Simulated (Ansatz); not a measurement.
Input file for Ansatz (a quantum-chemistry and plane-wave program): R-B3LYP-D3(BJ)/def2-TZVP on SO2 (SMILES O=S=O).

Ansatz 0.2 input:
```yaml
crystal:
  periodic: [false, false, false]
  atoms:
    - {symbol: S, position_ang: [0.00000000, 0.00000000, 0.49370000]}
    - {symbol: O, position_ang: [0.00000000, 1.27760000, -0.24680000]}
    - {symbol: O, position_ang: [0.00000000, -1.27760000, -0.24680000]}
basis:
  gaussian:
    orbitals: def2-TZVP
hamiltonian:
  xc: b3lyp
  dispersion: d3bj
relax: {f_tol: 0.004, max_steps: 120}
scf: {lower_state_search: off}
```

Program output:

```
WARN ansatz: RAYON_NUM_THREADS=1 ignored (pool sized by the plan → 1); use --threads N
Functional definition: B3LYP
these checks for a lower state are left out or cut short: stability, starts, cluster_reference, orbital_swaps, neighbouring_geometries, increment
integrals: 0.02 GiB planned
573 factors; their error is unknown
mean field: 0.24 GiB planned
mean field evaluation 1: about -14922.4242 eV, gradient 7.4e1 eV
mean field evaluation 2: about -14886.5596 eV, gradient 1.6e2 eV
mean field evaluation 4: about -14931.3543 eV, gradient 3.2e0 eV
mean field evaluation 8: about -14931.3741 eV, gradient 1.3e-2 eV
mean field evaluation 16: about -14931.4024 eV, gradient 2.6e-5 eV
mean field -14931.40235976 eV, -548.7189158530 hartree, gradient 2.9e-6 eV, S^2 0.000000; 0 other end points of the search recorded, 0 dependent functions left out
the calculation of the forces begins
reference -14931.40252990 eV, -548.7189221058 hartree; 16, 16 occupied and 83, 83 virtual orbitals, 573 factors
relax step   1: F+E_penalty+E_count = -14931.47107097 eV  Δ(F+E_penalty+E_count) = +0.000e0 eV  max|allowed force component| = 1.999e0 eV/Å  Δτ_max = 0.0000 Å  (16 SCF iters, accepted)
these checks for a lower state are left out or cut short: stability, starts, cluster_reference, orbital_swaps, neighbouring_geometries, increment
integrals: 0.02 GiB planned
573 factors; their error is unknown
mean field: 0.24 GiB planned
mean field -14931.46459318 eV, -548.7212028892 hartree, gradient 1.1e-6 eV, S^2 0.000000; 0 other end points of the search recorded, 0 dependent functions left out
the calculation of the forces begins
reference -14931.46476252 eV, -548.7212091123 hartree; 16, 16 occupied and 83, 83 virtual orbitals, 573 factors
relax step   2: F+E_penalty+E_count = -14931.53345798 eV  Δ(F+E_penalty+E_count) = -6.239e-2 eV  max|allowed force component| = 1.151e0 eV/Å  Δτ_max = 0.0177 Å  (21 SCF iters, accepted)
these checks for a lower state are left out or cut short: stability, starts, cluster_reference, orbital_swaps, neighbouring_geometries, increment
integrals: 0.02 GiB planned
573 factors; their error is unknown
mean field: 0.25 GiB planned
mean field evaluation 32: about -14931.4918 eV, gradient 1.2e-3 eV
mean field -14931.49180117 eV, -548.7222027643 hartree, gradient 1.1e-6 eV, S^2 0.000000; 0 other end points of the search recorded, 0 dependent functions left out
the calculation of the forces begins
reference -14931.49196950 eV, -548.7222089503 hartree; 16, 16 occupied and 83, 83 virtual orbitals, 573 factors
relax step   3: F+E_penalty+E_count = -14931.56085272 eV  Δ(F+E_penalty+E_count) = -2.739e-2 eV  max|allowed force component| = 1.416e-1 eV/Å  Δτ_max = 0.0231 Å  (21 SCF iters, accepted)
these checks for a lower state are left out or cut short: stability, starts, cluster_reference, orbital_swaps, neighbouring_geometries, increment
integrals: 0.02 GiB planned
573 factors; their error is unknown
mean field: 0.25 GiB planned
mean field -14931.49171540 eV, -548.7221996124 hartree, gradient 1.1e-6 eV, S^2 0.000000; 0 other end points of the search recorded, 0 dependent functions left out
the calculation of the forces begins
reference -14931.49188386 eV, -548.7222058032 hartree; 16, 16 occupied and 83, 83 virtual orbitals, 573 factors
relax step   4: F+E_penalty+E_count = -14931.56074939 eV  Δ(F+E_penalty+E_count) = +1.033e-4 eV  max|allowed force component| = 1.932e-1 eV/Å  Δτ_max = 0.0035 Å  (22 SCF iters, rejected (line search))
these checks for a lower state are left out or cut short: stability, starts, cluster_reference, orbital_swaps, neighbouring_geometries, increment
integrals: 0.02 GiB planned
573 factors; their error is unknown
mean field: 0.25 GiB planned
mean field -14931.49212870 eV, -548.7222148007 hartree, gradient 1.1e-6 eV, S^2 0.000000; 0 other end points of the search recorded, 0 dependent functions left out
the calculation of the forces begins
reference -14931.49229711 eV, -548.7222209897 hartree; 16, 16 occupied and 83, 83 virtual orbitals, 573 factors
relax step   5: F+E_penalty+E_count = -14931.56116670 eV  Δ(F+E_penalty+E_count) = -3.140e-4 eV  max|allowed force component| = 3.298e-3 eV/Å  Δτ_max = 0.0018 Å  (23 SCF iters, accepted)
Total energy: -14931.56133511 eV, -548.7247580895 hartree
Atom 0 at    -0.000000    -0.000000     0.487753 Å, force    -0.000000    -0.000000     0.001280 eV/Å
Atom 1 at     0.000000     1.238588    -0.243827 Å, force     0.000000     0.003298    -0.000640 eV/Å
Atom 2 at     0.000000    -1.238588    -0.243827 Å, force     0.000000    -0.003298    -0.000640 eV/Å
Dipole moment:    -0.000000     0.000000     0.366218 e Å
Checks for a lower state left out: stability, starts, cluster_reference, orbital_swaps, neighbouring_geometries, increment
```

The run converged.

Cost: roughly 5 core-seconds.
